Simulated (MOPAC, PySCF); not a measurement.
CH$_{3}$NSi, SMILES `N#C[SiH3]`, neutral singlet in the gas phase. 

Cartesian coordinates (Å):
```xyz
6

N      2.4310     0.0228     0.0310
C      1.2660     0.0119     0.0161
Si    -0.5866    -0.0055    -0.0075
H     -1.0149    -1.0834    -0.9401
H     -1.0435     1.3300    -0.4797
H     -1.0521    -0.2758     1.3801
```
Charge 0, spin multiplicity 1.

All levels are single points at this geometry (PBE-D3(BJ)/def2-TZVP); Pople sets use spherical d functions. Orbital energies aren't observables, and empty levels follow the basis.

PBE-D3(BJ)/def2-TZVP in PySCF gives dipole (D) = 3.40.

Estimate the dipole (D) from each of these levels: B3LYP/6-311+G** in PySCF; B3LYP/6-31G* in PySCF; B3LYP/LANL2DZ in PySCF; BP86/6-31G* in PySCF; M06-2X/6-31G* in PySCF; PBE/6-31G* in PySCF; SVWN5/6-31G* in PySCF; HF/6-31G* in PySCF; HF/STO-3G in PySCF; AM1 in MOPAC; PM3 in MOPAC; PM7 in MOPAC.


```
level                     dipole (D)
------------------------  ----------
B3LYP/6-311+G** in PySCF        3.60
B3LYP/6-31G* in PySCF           3.34
B3LYP/LANL2DZ in PySCF          3.70
BP86/6-31G* in PySCF            3.26
M06-2X/6-31G* in PySCF          3.42
PBE/6-31G* in PySCF             3.23
SVWN5/6-31G* in PySCF           3.35
HF/6-31G* in PySCF              3.60
HF/STO-3G in PySCF              3.43
AM1 in MOPAC                    2.77
PM3 in MOPAC                    3.47
PM7 in MOPAC                    3.74
```
